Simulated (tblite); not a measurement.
Compound: C4H3FN2O.
Atom-mapped SMILES: `[OH:1][c:2]1[cH:3][n:4][n:5][cH:6][c:7]1[F:8]` (hydrogens: H9 on O1; H10 on C3; H11 on C6)

Computed with GFN2-xTB (tblite), gas phase: Langevin dynamics at 300 K from the optimised GFN2-xTB geometry, time step 0.5 fs, friction 0.01 fs⁻¹, 2000 steps. Over the second half of the run the saved frames average 265 K.

The optimised geometry, where the run starts:
```
atom  x, y, z in Å
O1      2.094    0.175   -0.402
C2      0.788   -0.064   -0.223
C3      0.187   -1.234   -0.717
N4     -1.088   -1.502   -0.561
N5     -1.879   -0.689    0.068
C6     -1.416    0.439    0.571
C7     -0.080    0.793    0.447
F8      0.400    1.950    0.961
H9      2.344    1.021   -0.001
H10     0.777   -1.963   -1.251
H11    -2.121    1.076    1.083
```

t = 125 fs, T = 271 K, E(pot) 0.199 eV above the start
```
atom  x, y, z in Å  |  force x, y, z in eV/Å
O1      1.958   -0.286   -0.151   -0.084  -0.419   0.085
C2      0.623   -0.420   -0.025    0.705   0.678  -0.628
C3     -0.055   -1.498   -0.607   -0.495  -1.220   0.356
N4     -1.374   -1.654   -0.598    0.852   0.085  -0.004
N5     -2.116   -0.754   -0.044   -0.229  -0.563  -0.211
C6     -1.543    0.286    0.486   -1.747   2.309   0.679
C7     -0.206    0.578    0.468    0.299  -0.047   0.061
F8      0.240    1.784    0.905    0.154  -0.480  -0.047
H9      2.278    0.543    0.228   -0.107   0.075   0.046
H10     0.471   -2.379   -0.968    0.132   0.442  -0.174
H11    -2.233    1.089    0.857    0.520  -0.860  -0.163
```

t = 200 fs, T = 274 K, E(pot) 0.505 eV above the start
```
atom  x, y, z in Å  |  force x, y, z in eV/Å
O1      1.821   -0.711   -0.211    1.155   0.496   0.261
C2      0.513   -0.637   -0.071   -0.815   2.267   0.809
C3     -0.212   -1.621   -0.665   -0.926  -2.721  -0.377
N4     -1.537   -1.708   -0.639    1.093  -0.479   0.535
N5     -2.172   -0.862    0.072   -2.241   0.089  -0.654
C6     -1.677    0.209    0.612    1.946   1.219  -0.118
C7     -0.266    0.409    0.508   -0.003   0.159   0.389
F8      0.383    1.526    1.039   -0.641  -1.056  -0.588
H9      2.271    0.102    0.067   -0.040  -0.047   0.130
H10     0.333   -2.537   -0.955   -0.368   0.736  -0.514
H11    -2.406    0.962    0.969    0.841  -0.664   0.127
```

t = 375 fs, T = 358 K, E(pot) 0.452 eV above the start
```
atom  x, y, z in Å  |  force x, y, z in eV/Å
O1      1.700   -0.695   -0.389    3.106  -0.276  -1.046
C2      0.462   -0.840   -0.081   -1.044  -0.605  -0.160
C3     -0.317   -1.743   -0.844    0.344  -0.308  -0.748
N4     -1.584   -1.973   -0.668    0.168  -0.372   1.071
N5     -2.158   -1.420    0.355   -0.159   1.417  -0.157
C6     -1.532   -0.433    0.997   -0.208  -0.351   0.163
C7     -0.186   -0.107    0.877   -0.931   0.297  -0.055
F8      0.450    0.933    1.510   -0.501  -0.710  -0.196
H9      2.288   -0.275    0.258   -0.410   0.267   0.121
H10     0.107   -2.312   -1.663    0.304   0.333   0.062
H11    -2.147    0.172    1.599   -0.669   0.308   0.945
```

t = 475 fs, T = 312 K, E(pot) 0.409 eV above the start
```
atom  x, y, z in Å  |  force x, y, z in eV/Å
O1      1.902   -0.527   -0.602   -1.292  -0.438   0.165
C2      0.661   -0.938   -0.161    0.167   2.018   1.810
C3     -0.095   -1.921   -0.782   -1.104   0.057   1.038
N4     -1.315   -2.290   -0.429    0.007   0.594   1.068
N5     -1.913   -1.752    0.632    0.616  -0.483  -1.671
C6     -1.331   -0.785    1.286    2.677  -0.708  -1.158
C7      0.007   -0.359    0.979   -0.926  -0.486  -1.145
F8      0.537    0.684    1.656    0.070  -0.355  -0.223
H9      2.059    0.398   -0.363    0.032  -0.231   0.223
H10     0.335   -2.432   -1.570    0.570  -0.925  -1.540
H11    -1.804   -0.517    2.163   -0.817   0.956   1.432
```

t = 800 fs, T = 329 K, E(pot) 0.253 eV above the start
```
atom  x, y, z in Å  |  force x, y, z in eV/Å
O1      1.997   -0.513   -0.310   -0.417   0.388   0.261
C2      0.651   -0.624   -0.187    0.502  -0.167   0.387
C3     -0.056   -1.563   -0.933    0.073  -0.584  -0.463
N4     -1.297   -1.885   -0.674   -0.582  -0.709  -0.378
N5     -2.047   -1.333    0.215    0.975   1.759   0.523
C6     -1.518   -0.264    0.855    0.306  -0.496  -0.044
C7     -0.151    0.051    0.740   -1.424  -1.394  -1.419
F8      0.342    1.034    1.429    0.923   1.617   1.291
H9      2.369    0.102    0.351   -0.229  -0.161  -0.271
H10     0.403   -2.136   -1.748   -0.098   0.351   0.431
H11    -2.099    0.371    1.533   -0.029  -0.604  -0.318
```

t = 850 fs
```
atom  x, y, z in Å
O1      1.903   -0.472   -0.616
C2      0.618   -0.631   -0.307
C3     -0.058   -1.726   -0.880
N4     -1.298   -1.889   -0.856
N5     -2.046   -1.142   -0.083
C6     -1.506   -0.139    0.667
C7     -0.122    0.145    0.534
F8      0.441    1.093    1.382
H9      2.286    0.240   -0.067
H10     0.382   -2.407   -1.550
H11    -2.119    0.431    1.294
```

Problem. Estimate the potential energy and the forces of this last frame.

Solution. 0.436 eV above the start.

```json
{"atom": "O1", "Fx (eV/Å)": "0.568", "Fy (eV/Å)": "0.464", "Fz (eV/Å)": "0.485"}
{"atom": "C2", "Fx (eV/Å)": "0.886", "Fy (eV/Å)": "-0.520", "Fz (eV/Å)": "-0.292"}
{"atom": "C3", "Fx (eV/Å)": "2.131", "Fy (eV/Å)": "0.765", "Fz (eV/Å)": "-0.928"}
{"atom": "N4", "Fx (eV/Å)": "-3.673", "Fy (eV/Å)": "0.077", "Fz (eV/Å)": "1.470"}
{"atom": "N5", "Fx (eV/Å)": "0.086", "Fy (eV/Å)": "1.634", "Fz (eV/Å)": "1.033"}
{"atom": "C6", "Fx (eV/Å)": "1.240", "Fy (eV/Å)": "-2.104", "Fz (eV/Å)": "-2.290"}
{"atom": "C7", "Fx (eV/Å)": "-1.482", "Fy (eV/Å)": "0.556", "Fz (eV/Å)": "1.689"}
{"atom": "F8", "Fx (eV/Å)": "-0.233", "Fy (eV/Å)": "-0.559", "Fz (eV/Å)": "-1.015"}
{"atom": "H9", "Fx (eV/Å)": "-0.013", "Fy (eV/Å)": "-0.199", "Fz (eV/Å)": "-0.259"}
{"atom": "H10", "Fx (eV/Å)": "1.236", "Fy (eV/Å)": "-0.526", "Fz (eV/Å)": "-0.509"}
{"atom": "H11", "Fx (eV/Å)": "-0.745", "Fy (eV/Å)": "0.412", "Fz (eV/Å)": "0.616"}
```

The bond farthest from its length at the start is C3–N4 (1.251 against 1.312 Å), and half the difference of its two atoms' forces along it is +2.94 eV/Å (positive lengthens). The largest atomic force is 3.96 eV/Å.

What follows is the cost of the whole dynamics run. On Intel Xeon at 2.50 GHz, one thread, shared host, this took 23 s and 0.18 GiB of memory at its peak.
